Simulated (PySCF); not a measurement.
Simulated C 1s region for `CC(=O)O[SiH]1CC=CC1`, binding energy against the vacuum level.

Every computed line was given a Gaussian of 0.8 eV full width at half maximum and an area set by the number of equivalent atoms; the highest printed point is 100. Level of theory: delta-SCF UKS SCAN, pcX-2 on the ionised atom, pcseg-1 elsewhere, spin-free X2C (PySCF).

(binding energy (eV), intensity): (289.0, 0), (289.2, 2), (289.4, 7), (289.6, 23), (289.8, 53), (290.0, 86), (290.2, 100), (290.4, 83), (290.6, 50), (290.8, 28), (291.0, 22), (291.2, 25), (291.4, 24), (291.6, 17), (291.8, 9), (292.0, 3), (292.2, 1), (292.4, 0), (292.6, 0), (292.8, 0), (293.0, 0), (293.2, 0), (293.4, 0), (293.6, 1), (293.8, 3), (294.0, 8), (294.2, 16), (294.4, 23), (294.6, 24), (294.8, 18), (295.0, 9), (295.2, 4), (295.4, 1), (295.6, 0)

Question: How many maxima does the curve show, and how many computed lines lie under it?

Answer: The curve has 3 maxima (at 290.2, 291.3 and 294.5 eV). Under it lie 4 lines from 4 inequivalent carbon sites. At this width some lines have no maximum of their own.

Question: Decompose the envelope and assign each component. Numbering: `[CH3:1][C:2](=[O:3])[O:4][SiH:5]1[CH2:6][CH:7]=[CH:8][CH2:9]1`.

Answer: 
```csv
position (eV),relative area,line,atoms,environment
290.17,2,C 1s,C6/C9,sp3 carbon bound to silicon
290.20,2,C 1s,C7/C8,alkene CH carbon
291.31,1,C 1s,C1,methyl carbon next to a carbonyl
294.53,1,C 1s,C2,carbonyl carbon
```

The listed C 1s values span 4.36 eV, from C6/C9 (bonded to C, 2 H and Si) to C2 (bonded to O (double bond), O and C). Summing the Pauling electronegativity differences to the bonded atoms, each weighted by its formal bond order, gives -1.35 for the lowest site and +2.67 for the highest; no listed site has a larger sum than the highest. The values 290.17 and 290.20 eV lie too close for their order to be trusted.

The curve has no shake-up lines and no vibrational structure. Topologically equivalent atoms share the value of their first member; where this conformer doesn't relate them by symmetry, their own values could differ. Spin contamination (⟨S²⟩ against 0.75 for a pure doublet) is marked for C 1s of C2 (0.99), which makes this value less certain. One conformer (not necessarily the lowest) at the PBE0-D3(BJ)/def2-SVP geometry, without solvent, vibrations or thermal averaging.
